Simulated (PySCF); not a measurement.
**Worked example: entropy of an ideal gas**

C4H4N, SMILES C1=C[N]C=C1 (connectivity only; charge and spin as stated), charge -1, multiplicity 1.

Geometry optimised at PBE-D3(BJ)/def2-SVPD. The multiplicity is an assumed one; other spin states were not compared. The isomer is the one that the SMILES or the coordinates give; other isomers of the formula were not compared.

PySCF with PBE-D3(BJ)/def2-SVPD gives the harmonic wavenumbers 607, 627, 660, 663, 727, 749, 841, 858, 977, 988, 1068, 1162, 1191, 1288, 1372, 1417, 1422, 3048, 3054, 3080, 3102 cm⁻¹ and the rotational temperatures 0.4538, 0.4371, 0.2227 K. The molar mass is 66.08 g/mol, the symmetry number 2, the spin multiplicity 1.

Q: Work out the entropy at 298.15 K and 1 atm in the rigid-rotor, harmonic-oscillator model.

A: 
Translation (Sackur–Tetrode at 1 atm): S = R[1.5 ln M + 2.5 ln T − 1.16487] = 161.0 J/(mol K).
Rotation: q = (√π/σ) T^1.5/√(θA θB θC) = 21700, S = R[ln q + 3/2] = 95.5 J/(mol K).
Vibration: with u = 1.4388 ν/T, each mode gives R[u/(e^u − 1) − ln(1 − e^−u)]:
| ν (cm⁻¹) | modes | u | S (J/(mol K)) |
|---|---|---|---|
| 607 | 1 | 2.93 | 1.83 |
| 627 | 1 | 3.03 | 1.70 |
| 660 | 1 | 3.18 | 1.49 |
| 663 | 1 | 3.20 | 1.48 |
| 727 | 1 | 3.51 | 1.15 |
| 749 | 1 | 3.61 | 1.06 |
| 841 | 1 | 4.06 | 0.74 |
| 858 | 1 | 4.14 | 0.69 |
| 977 | 1 | 4.71 | 0.43 |
| 988 | 1 | 4.77 | 0.41 |
| 1068 | 1 | 5.15 | 0.30 |
| 1162 | 1 | 5.61 | 0.20 |
| 1191 | 1 | 5.75 | 0.18 |
| 1288 | 1 | 6.22 | 0.12 |
| 1372 | 1 | 6.62 | 0.08 |
| 1417 | 1 | 6.84 | 0.07 |
| 1422 | 1 | 6.86 | 0.07 |
The stiffer modes add less than 0.005 each. Sum 12.0 J/(mol K).
Spin: R ln 1 = 0.0 J/(mol K).
Total 268.5 J/(mol K); the program's own thermochemistry gives 268.5. Translation makes up 60 % and vibration 4 %. Anharmonicity, hindered rotation and orbital degeneracy are left out.
